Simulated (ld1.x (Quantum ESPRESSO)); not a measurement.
# Building the TM potential for iron (Fe) (LDA (PZ), scalar-relativistic).

* Element: Fe
* Generator: ld1.x (Quantum ESPRESSO) 7.5
* Type: norm-conserving Troullier–Martins (Kleinman–Bylander form)
* Functional: LDA (PZ)
* Relativity: scalar-relativistic
* Frozen core: [Ar]
* Valence charge: 8
* Reference configuration: 3d6 4s0 4p0 (charge +2)
* Partial waves: 4s (bound, empty): rc 1.80 bohr; 4p (bound, empty): rc 2.65 bohr; 3d (bound): rc 1.65 bohr
* Local potential: all-electron potential smoothed inside 2.05 bohr (lloc = -2)
* Core correction: none

All-electron outer shells of the reference configuration (LDA (PZ), scalar-relativistic, ld1.x):

| shell | level (eV) | outermost node (bohr) | outermost maximum (bohr) |
| --- | --- | --- | --- |
| 3p | -78.48 | 0.30 | 0.72 |
| 3d | -26.03 | – | 0.71 |
| 4s | -20.37 | 1.00 | 2.15 |
| 4p | -14.32 | 1.08 | 2.53 |

Results:

```
Cutoffs needed           : 100 Ry and 160 Ry (the cutoffs (Ry, on a coarse ladder) from which the occupation-weighted sum of valence levels, in a spherical-Bessel basis at the reference potential, stays within 10 and 1 mRy of its value at 400 Ry)
Ghost test               : no extra level below or beside the all-electron valence levels (s, p, d, f tested) (spherical-Bessel basis up to 400 Ry, 20 bohr box)
Largest excitation error : -227 meV (all-electron minus pseudo) for 3d5 4s2 4p1, out of 7 test configurations
```

Generation and tests took about 3.4 s on one core of a shared server CPU.
